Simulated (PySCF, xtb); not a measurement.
Si(All)(H)2(OH) (C₃H₈OSi), SMILES C=CC[SiH2]O. Other conformers were not sampled.

Harmonic wavenumbers (cm⁻¹) from GFN2-xTB (xtb) at its own minimum, in rising order: 47, 85, 166, 250, 283, 407, 497, 592, 604, 708, 755, 767, 792, 810, 878, 903, 957, 1025, 1057, 1186, 1216, 1303, 1415, 1472, 1708, 2244, 2326, 2974, 3006, 3031, 3098, 3121, 3667.

Problem. What does PBE0-D3(BJ)/def2-SVP (PySCF) give at its own minimum? (An estimate is asked for; the answer gives what the named calculation found.)

Solution. 44, 90, 171, 238, 317, 408, 545, 599, 698, 713, 821, 848, 892, 921, 930, 946, 959, 1033, 1050, 1163, 1208, 1310, 1406, 1437, 1729, 2210, 2256, 3062, 3129, 3155, 3164, 3262, 3929. Paired by order, the mean absolute difference is 51 cm⁻¹ and the zero-point energies are 62.0 and 63.8 kcal/mol.
